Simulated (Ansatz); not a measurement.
`C[Si](C)(C)C#Cc1sc(-c2sc(-c3sc(-c4sc(C#C[Si](C)(C)C)c5c4OCCO5)c4c3OCCO4)c3c2OCCO3)c2c1OCCO2` with charge -1. The state is a doublet with charge -1. Geometry PBE-D4/def2-SVP, that of the neutral singlet; atoms count from 1.

Cartesian coordinates in Å:
```
C -7.598 -7.061 6.476
Si -6.473 -5.582 6.833
C -7.509 -4.044 7.209
C -5.331 -5.964 8.294
C -5.449 -5.264 5.335
C -4.770 -5.059 4.319
C -3.999 -4.822 3.173
S -2.846 -3.491 3.083
C -2.385 -3.886 1.436
C -1.442 -3.070 0.723
S -1.370 -1.335 1.013
C -0.077 -1.107 -0.160
C 0.501 0.173 -0.430
S 1.755 0.414 -1.645
C 1.829 2.149 -1.336
C 2.713 3.022 -2.046
S 2.764 4.755 -1.757
C 4.007 5.005 -2.986
C 4.516 6.281 -3.258
C 4.955 7.418 -3.488
Si 5.597 9.109 -3.834
C 6.014 9.950 -2.190
C 4.271 10.102 -4.748
C 7.149 8.953 -4.906
C 4.353 3.784 -3.574
C 3.627 2.681 -3.048
O 3.802 1.399 -3.490
C 4.477 1.358 -4.749
C 5.682 2.291 -4.746
O 5.285 3.651 -4.557
C 0.921 2.493 -0.331
C 0.181 1.393 0.173
O -0.760 1.522 1.155
C -1.158 2.883 1.346
C 0.055 3.805 1.376
O 0.755 3.768 0.127
C 0.245 -2.334 -0.746
C -0.506 -3.436 -0.247
O -0.275 -4.717 -0.651
C 0.449 -4.770 -1.879
C 1.643 -3.823 -1.852
O 1.215 -2.468 -1.699
C -3.088 -5.011 0.995
C -3.981 -5.542 1.974
O -4.767 -6.629 1.745
C -4.372 -7.347 0.572
C -4.086 -6.391 -0.578
O -2.994 -5.525 -0.266
H -7.001 -7.964 6.238
H -8.235 -7.288 7.356
H -8.262 -6.853 5.613
H -8.178 -3.800 6.360
H -8.137 -4.204 8.111
H -6.859 -3.164 7.395
H -4.649 -5.113 8.496
H -5.922 -6.158 9.213
H -4.708 -6.858 8.087
H 6.397 10.978 -2.362
H 5.116 10.022 -1.544
H 6.787 9.380 -1.637
H 4.629 11.130 -4.967
H 4.003 9.616 -5.708
H 3.347 10.182 -4.138
H 7.564 9.955 -5.140
H 6.919 8.442 -5.863
H 7.933 8.367 -4.385
H 3.775 1.649 -5.564
H 4.791 0.308 -4.907
H 6.388 1.988 -3.938
H 6.214 2.249 -5.716
H -1.705 2.921 2.308
H -1.849 3.192 0.528
H -0.254 4.857 1.535
H 0.741 3.503 2.200
H -0.224 -4.506 -2.728
H 0.785 -5.818 -2.005
H 2.325 -4.100 -1.015
H 2.209 -3.872 -2.803
H -5.207 -8.030 0.323
H -3.464 -7.956 0.790
H -4.998 -5.789 -0.801
H -3.797 -6.949 -1.491
```

Single mean-field runs in def2-SVP are fitted with def2-universal-jkfit.

Question: Estimate the Mulliken populations of the heavy atoms from the PBE0/def2-SVP orbitals of Ansatz.

Answer: 
| atom | charge (e) | spin (α − β) |
| --- | --- | --- |
| C1 | -0.32 | 0.00 |
| Si2 | 0.52 | 0.01 |
| C3 | -0.32 | 0.00 |
| C4 | -0.32 | 0.00 |
| C5 | -0.48 | 0.10 |
| C6 | 0.18 | -0.04 |
| C7 | -0.27 | 0.10 |
| S8 | 0.13 | 0.04 |
| C9 | -0.17 | 0.01 |
| C10 | -0.21 | 0.09 |
| S11 | 0.12 | 0.05 |
| C12 | -0.14 | 0.03 |
| C13 | -0.15 | 0.05 |
| S14 | 0.15 | 0.06 |
| C15 | -0.16 | 0.08 |
| C16 | -0.13 | 0.00 |
| S17 | 0.15 | 0.05 |
| C18 | -0.28 | 0.11 |
| C19 | 0.17 | -0.04 |
| C20 | -0.48 | 0.11 |
| Si21 | 0.52 | 0.01 |
| C22 | -0.32 | 0.00 |
| C23 | -0.32 | 0.00 |
| C24 | -0.32 | 0.00 |
| C25 | 0.24 | -0.03 |
| C26 | 0.09 | 0.07 |
| O27 | -0.36 | 0.01 |
| C28 | 0.14 | 0.00 |
| C29 | 0.14 | 0.00 |
| O30 | -0.34 | 0.00 |
| C31 | 0.14 | 0.01 |
| C32 | 0.13 | 0.03 |
| O33 | -0.36 | 0.00 |
| C34 | 0.14 | 0.00 |
| C35 | 0.14 | 0.00 |
| O36 | -0.36 | 0.00 |
| C37 | 0.09 | 0.05 |
| C38 | 0.21 | 0.00 |
| O39 | -0.34 | 0.00 |
| C40 | 0.14 | 0.00 |
| C41 | 0.14 | 0.00 |
| O42 | -0.36 | 0.01 |
| C43 | 0.16 | 0.06 |
| C44 | 0.20 | -0.02 |
| O45 | -0.34 | 0.00 |
| C46 | 0.14 | 0.00 |
| C47 | 0.13 | 0.00 |
| O48 | -0.34 | 0.00 |
Mulliken values depend strongly on the basis.

Question: Where does the spin sit?

Answer: Summed by element: C 0.76, Si 0.01, S 0.21, O 0.02, H 0.00, of 1 unpaired in all. Largest on single atoms: C18 0.11, C20 0.11, C7 0.10.

Question: And the Mayer bond orders between heavy atoms (over 0.3, the first 40 of 55)?

Answer: C1–Si2 1.00 (1.89 Å); Si2–C3 1.00 (1.89 Å); Si2–C4 1.00 (1.89 Å); Si2–C5 0.92 (1.84 Å); C5–C6 2.62 (1.24 Å); C6–C7 1.10 (1.40 Å); C7–S8 1.03 (1.76 Å); C7–C44 1.41 (1.40 Å); S8–C9 1.09 (1.76 Å); C9–C10 1.19 (1.44 Å); C9–C43 1.42 (1.40 Å); C10–S11 1.05 (1.76 Å); C10–C38 1.42 (1.40 Å); S11–C12 1.06 (1.76 Å); C12–C13 1.32 (1.43 Å); C12–C37 1.38 (1.40 Å); C13–S14 1.05 (1.76 Å); C13–C32 1.37 (1.40 Å); S14–C15 1.04 (1.76 Å); C15–C16 1.31 (1.43 Å); C15–C31 1.37 (1.40 Å); C16–S17 1.08 (1.76 Å); C16–C26 1.37 (1.40 Å); S17–C18 1.02 (1.77 Å); C18–C19 1.11 (1.40 Å); C18–C25 1.39 (1.40 Å); C19–C20 2.61 (1.24 Å); C20–Si21 0.93 (1.84 Å); Si21–C22 1.00 (1.89 Å); Si21–C23 1.00 (1.89 Å); Si21–C24 1.00 (1.89 Å); C25–C26 1.26 (1.42 Å); C25–O30 1.11 (1.36 Å); C26–O27 1.06 (1.37 Å); O27–C28 0.96 (1.43 Å); C28–C29 1.06 (1.52 Å); C29–O30 0.95 (1.43 Å); C31–C32 1.28 (1.42 Å); C31–O36 1.07 (1.37 Å); C32–O33 1.07 (1.37 Å).
